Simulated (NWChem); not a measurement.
System: Br, doublet

Input file for NWChem:

```
start job
memory heap 200 mb stack 900 mb global 1100 mb
geometry units angstroms noautoz
  Br     0.000000     0.000000     0.000000
end
basis spherical
  * library def2-qzvp
end
dft
  odft
  mult 2
  xc pbe0
  iterations 150
  mulliken
end
task dft gradient
```

Output (shortened):

```
             Northwest Computational Chemistry Package (NWChem) 7.3.0
             --------------------------------------------------------

                             Geometry "geometry" -> ""
                             -------------------------

 Output coordinates in angstroms (scale by  1.889725989 to convert to a.u.)

  No.       Tag          Charge          X              Y              Z
 ---- ---------------- ---------- -------------- -------------- --------------
    1 Br                  35.0000     0.00000000     0.00000000     0.00000000

 Effective nuclear repulsion energy (a.u.)       0.0000000000

                                 NWChem DFT Module
                                 -----------------

 Summary of "ao basis" -> "ao basis" (spherical)
 ------------------------------------------------------------------------------
       Tag                 Description            Shells   Functions and Types
 ---------------- ------------------------------  ------  ---------------------
 Br                        def2-qzvp                25       75   11s7p4d2f1g

            General Information
            -------------------
          SCF calculation type: DFT
          Wavefunction type:  spin polarized.
          No. of atoms     :     1
          No. of electrons :    35
           Alpha electrons :    18
            Beta electrons :    17
          Charge           :     0
          Spin multiplicity:     2
          Use of symmetry is: off; symmetry adaption is: off
          Maximum number of iterations: 150
          AO basis - number of functions:    75
                     number of shells:    25
          Convergence on energy requested:  1.00D-06
          Convergence on density requested:  1.00D-05
          Convergence on gradient requested:  5.00D-04

              XC Information
              --------------
                         PBE0 Method XC Functional
                     Hartree-Fock (Exact) Exchange  0.250
          PerdewBurkeErnzerhof Exchange Functional  0.750
            Perdew 1991 LDA Correlation Functional  1.000 local
           PerdewBurkeErnz. Correlation Functional  1.000 non-local

             Grid Information
             ----------------
          Grid used for XC integration:  medium
          Radial quadrature: Mura-Knowles
          Angular quadrature: Lebedev.
          Tag              B.-S. Rad. Rad. Pts. Rad. Cut. Ang. Pts.
          ---              ---------- --------- --------- ---------
          Br                  1.15      112           6.0       590
          Grid pruning is: on
          Number of quadrature shells:   112
          Spatial weights used:  Erf1

      Superposition of Atomic Density Guess
      -------------------------------------

 Sum of atomic energies:       -2572.44808256

      Non-variational initial energy
      ------------------------------

 Total energy =   -2572.269069
 1-e energy   =   -3581.983128
 2-e energy   =    1009.714060
 HOMO         =      -0.388100
 LUMO         =       0.266189

     ---------------------------------------------
      Total Density - Mulliken Population Analysis
     ---------------------------------------------

    Atom       Charge   Shell Charges
 -----------   ------   -------------------------------------------------------
    1 Br  35    35.00   1.80 -0.02  0.18  0.76  1.05  0.25  1.05  0.86  0.43  1.17  0.48  6.00  3.32  2.22  0.61  1.66  2.37  0.82  8.40  1.43  0.17  0.00  0.00  0.00  0.00

     --------------------------------------------
      Spin Density - Mulliken Population Analysis
     --------------------------------------------

    Atom       Charge   Shell Charges
 -----------   ------   -------------------------------------------------------
    1 Br  35     1.00   0.00  0.00  0.00  0.00  0.00  0.00  0.00  0.00  0.00  0.00  0.00  0.00  0.02 -0.01  0.02  0.33  0.47  0.16 -0.00 -0.00 -0.00 -0.00  0.00  0.00  0.00

   convergence    iter        energy       DeltaE   RMS-Dens  Diis-err
 ---------------- ----- ----------------- --------- --------- ---------
 d= 0,ls=0.0,diis     1  -2573.8496628757 -2.57D+03  1.97D-03  1.07D+00
                                                     1.33D-03  1.06D+00
 d= 0,ls=0.0,diis     2  -2573.8638973139 -1.42D-02  4.56D-04  2.90D-03
                                                     5.31D-04  3.13D-03
 d= 0,ls=0.0,diis     3  -2573.8644233387 -5.26D-04  1.51D-04  4.25D-04
                                                     1.31D-04  3.85D-04
 d= 0,ls=0.0,diis     4  -2573.8645055028 -8.22D-05  1.31D-05  1.41D-06
                                                     1.60D-05  1.39D-06
 d= 0,ls=0.0,diis     5  -2573.8645065614 -1.06D-06  3.80D-06  1.10D-07
                                                     2.68D-06  1.15D-07
 d= 0,ls=0.0,diis     6  -2573.8645065910 -2.96D-08  9.27D-07  5.07D-08
                                                     1.09D-06  4.91D-08

         Total DFT energy =    -2573.864506591040
      One electron energy =    -3581.559434412136
           Coulomb energy =     1098.690808606553
    Exchange-Corr. energy =      -90.995880785457
 Nuclear repulsion energy =        0.000000000000

 Numeric. integr. density =       35.000000007519

                    DFT Final Alpha Molecular Orbital Analysis
                    ------------------------------------------

[...]

                         DFT ENERGY GRADIENTS

    atom               coordinates                        gradient
                 x          y          z           x          y          z
   1 Br      0.000000   0.000000   0.000000   -0.000000  -0.000000   0.000000
```

Level: PBE0/def2-QZVP, spin-unrestricted. The open p shell is one determinant without spherical averaging. No stability test was run on the SCF state.
